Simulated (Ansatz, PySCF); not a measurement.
The pair A = AlH3 (SMILES [AlH3]) (first 4 atoms), B = CH2O (SMILES C=O); geometry from B3LYP-D3(BJ)/def2-TZVP.
(charge 0, multiplicity 1):
```xyz
8

Al     0.1542     0.3326     0.9096
H      1.0586     1.6346     1.0034
H     -1.3715     0.4540     1.3850
H      0.4996    -0.7749    -0.1750
C      0.0716    -0.9197     3.5082
O      0.7839    -0.6257     2.5696
H     -0.9969    -0.6684     3.5019
H      0.5000    -1.4419     4.3716
```

Frozen-core correlation. MP2 and its Hartree–Fock in aug-cc-pV(T+d)Z are density fitted. Rows in 6-31G* carry no dispersion term and start afresh at each structure (6-31G* with six Cartesian d functions).

Codes used: Ansatz (a first-principles code) with Gaussian orbitals; PySCF for 6-31G* rows. Values without a source in brackets are computed.

Total energies (hartree), monomers frozen at their geometry in the pair:

| structure | B3LYP/6-31G* | MP2/aug-cc-pV(T+d)Z | CCSD(T)/aug-cc-pV(D+d)Z |
|---|---|---|---|
| AB | -358.7368449 | -358.0903116 | -358.0193227 |
| A in the pair's basis | -244.2004887 | -243.7375436 | -243.7410410 |
| B in the pair's basis | -114.5042668 | -114.3168602 | -114.2459482 |
| A | -244.2001030 | -243.7371041 | -243.7398197 |
| B | -114.4997087 | -114.3161312 | -114.2444087 |

Q: Work out the interaction energy without and with the counterpoise correction, and the superposition error, for each level.

A: 
E(AB) − E(A) − E(B), times 627.509 kcal/mol, with the monomers in their own basis and then in the pair's basis:
- B3LYP/6-31G*: -23.24 uncorrected, -20.14 corrected; the monomers gain 3.10 kcal/mol from borrowed functions
- MP2/aug-cc-pV(T+d)Z: -23.27 uncorrected, -22.53 corrected; the monomers gain 0.73 kcal/mol from borrowed functions
- CCSD(T)/aug-cc-pV(D+d)Z: -22.02 uncorrected, -20.29 corrected; the monomers gain 1.73 kcal/mol from borrowed functions
